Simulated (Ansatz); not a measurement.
A run for Ansatz (a first-principles code): U-B3LYP/def2-TZVPP on CH5Ge (SMILES [CH2][GeH3]), 2S+1 = 2, atoms moved off the minimum.

Ansatz 0.2 input:
```yaml
crystal:
  periodic: [false, false, false]
  atoms:
    - {symbol: C, position_ang: [1.56762507, -0.14082313, 0.03716432]}
    - {symbol: Ge, position_ang: [-0.38360016, 0.07402216, -0.04126536]}
    - {symbol: H, position_ang: [2.26294402, 0.69816752, -0.04389946]}
    - {symbol: H, position_ang: [2.05234597, -1.12363952, 0.05981227]}
    - {symbol: H, position_ang: [-0.96202530, -0.45893299, 1.34158795]}
    - {symbol: H, position_ang: [-0.70337030, 1.50104654, -0.25452000]}
    - {symbol: H, position_ang: [-0.96376354, -0.81231965, -1.14002617]}
basis:
  gaussian:
    orbitals: def2-TZVPP
hamiltonian:
  xc: {name: B3LYP}
magnetization: {spin_polarized: true, initial_magnetization: 1}
output: {forces: true}
```

The log:

```
Functional definition: B3LYP
[...]
integrals: 0.05 GiB planned
864 factors; their error is unknown
mean field: 0.69 GiB planned
mean field evaluation 1: about -57632.0005 eV, gradient 3.2e1 eV
mean field evaluation 2: about -57628.3207 eV, gradient 4.0e1 eV
mean field evaluation 4: about -57636.3854 eV, gradient 7.1e-1 eV
mean field evaluation 8: about -57636.3908 eV, gradient 2.2e-2 eV
mean field evaluation 16: about -57636.6021 eV, gradient 2.7e-5 eV
mean field -57636.60208819 eV, -2118.1060592488 hartree, gradient 2.7e-5 eV, S^2 0.754447; 0 other end points of the search recorded, 0 dependent functions left out
the calculation of the forces begins
reference -57636.60232434 eV, -2118.1060679274 hartree; 22, 21 occupied and 127, 128 virtual orbitals, 864 factors
Total energy: -57636.60232434 eV, -2118.1060679274 hartree
Atom 0 at     1.567625    -0.140823     0.037164 Å, force     0.043191    -0.082320    -0.222055 eV/Å
Atom 1 at    -0.383600     0.074022    -0.041265 Å, force     0.836131    -1.343066     1.064807 eV/Å
Atom 2 at     2.262944     0.698168    -0.043899 Å, force    -0.293363    -0.181607     0.065883 eV/Å
Atom 3 at     2.052346    -1.123640     0.059812 Å, force    -0.290712     0.340605     0.043186 eV/Å
Atom 4 at    -0.962025    -0.458933     1.341588 Å, force     0.141319     0.330171    -0.628671 eV/Å
Atom 5 at    -0.703370     1.501047    -0.254520 Å, force    -0.324842     1.004803    -0.135073 eV/Å
Atom 6 at    -0.963764    -0.812320    -1.140026 Å, force    -0.111723    -0.068585    -0.188078 eV/Å
Dipole moment:     0.054529     0.027242    -0.043595 e Å
```

Self-consistency was reached.

Cost: about 5 core-seconds (a rough figure).
